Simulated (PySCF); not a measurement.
**Unknown compound**

An unknown has the formula C5H6F3OP. Its calculated NMR data are:

¹H NMR (300 MHz, computed): δ 5.64 (m, 1H), 5.64 (m, 1H), 5.52 (m, 1H), 2.68 (m, 1H), 2.24 (m, 1H), 1.57 (m, 1H).

¹³C{¹H} NMR (computed): δ 139.5, 128.4, 126.5, 30.7, 19.0.

[PySCF: structure optimised with PBE0-D3(BJ)/def2-SVP; shielding tensors at PBE0/pcSseg-1 (GIAO); no solvent; single conformer; one averaged value for each set of equivalent atoms; no relativistic terms]

Shifts are taken against calculated references (same method and geometry level): TMS for ¹H, ¹³C.

Propose a structure and justify it.

Answers


- 5 carbon signals for 5 carbons: no two carbons are equivalent.
- Carbon types of the structure: 1 × C, 2 × CH, 2 × CH2, which accounts for all hydrogens.
- δC 139.5: alkene CH; the olefinic region.
- δC 128.4: CF3 carbon; 3 electronegative neighbours deshield it.
- δC 126.5: terminal =CH2 carbon; as expected for a trigonal carbon in a double bond.
- δC 30.7, 19.0: three-membered-ring carbon.
- δH 5.64, 5.52: hydrogen on a terminal =CH2 carbon; attached to an sp2 carbon and in the plane of the double bond.
- δH 5.64: hydrogen on an alkene CH; olefinic region.
- δH 2.68, 2.24, 1.57: hydrogen on a three-membered-ring carbon.

These data were computed for SMILES FC([P@]1(=O)[C@H](C=C)C1)(F)F.

The shifts were computed for this structure. Such data don't tell enantiomers apart.

Splittings by ¹⁹F and ³¹P in the carbon and heteronuclear signals aren't shown, as no couplings were computed. Shifts are as computed. Against solution values, carbons near 30 ppm lie about +2 ppm off and those near 130 ppm about +5 ppm (rms about the fit 1.9 ppm; single classes can miss by 10 ppm). Of 1328 compounds with measured shifts, 309 miss one by over three times the rms of a fit or turn the order of signals round; such compounds aren't used in these exercises. Signals without a measured value on file couldn't be tested in this way; 1H shifts scatter by 0.2 ppm about their fit, and single ones miss by 0.5 ppm. No couplings were computed; multiplicities are counted from neighbouring protons, with m where these are inequivalent, close in shift, in a saturated or five-membered ring or joined by F or P, and br s for small geminal =CH2 splittings.
